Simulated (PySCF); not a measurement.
Computed Raman spectrum (relative Raman activity) of a molecule C₂H₄F₂Si. Geometry optimised at TPSSh-D3(BJ)/def2-SVP. The values are those of a single conformer. Level of theory: TPSSh-D3(BJ)/def2-SVP run with PySCF. Frequencies are harmonic and unscaled.

Lines under 2 % of the strongest are left out, and lines within 2 cm⁻¹ are merged.

```json
[
 {"ν (cm⁻¹)": "325", "relative intensity": "3.4"},
 {"ν (cm⁻¹)": "651", "relative intensity": "3.1"},
 {"ν (cm⁻¹)": "716", "relative intensity": "8.1"},
 {"ν (cm⁻¹)": "858", "relative intensity": "3.3"},
 {"ν (cm⁻¹)": "930", "relative intensity": "5.4"},
 {"ν (cm⁻¹)": "985", "relative intensity": "7.7"},
 {"ν (cm⁻¹)": "1384", "relative intensity": "8.5"},
 {"ν (cm⁻¹)": "1695", "relative intensity": "13"},
 {"ν (cm⁻¹)": "2293", "relative intensity": "100"},
 {"ν (cm⁻¹)": "2297", "relative intensity": "39"},
 {"ν (cm⁻¹)": "3158", "relative intensity": "56"},
 {"ν (cm⁻¹)": "3266", "relative intensity": "32"}
]
```

### Question
Pick the molecule that these values belong to.
A) FC(F)=C[SiH3]
B) C=C(F)[SiH2]F
C) F/C=C(/F)[SiH3]
D) C=C[SiH](F)F

### Answer
B, C=C(F)[SiH2]F
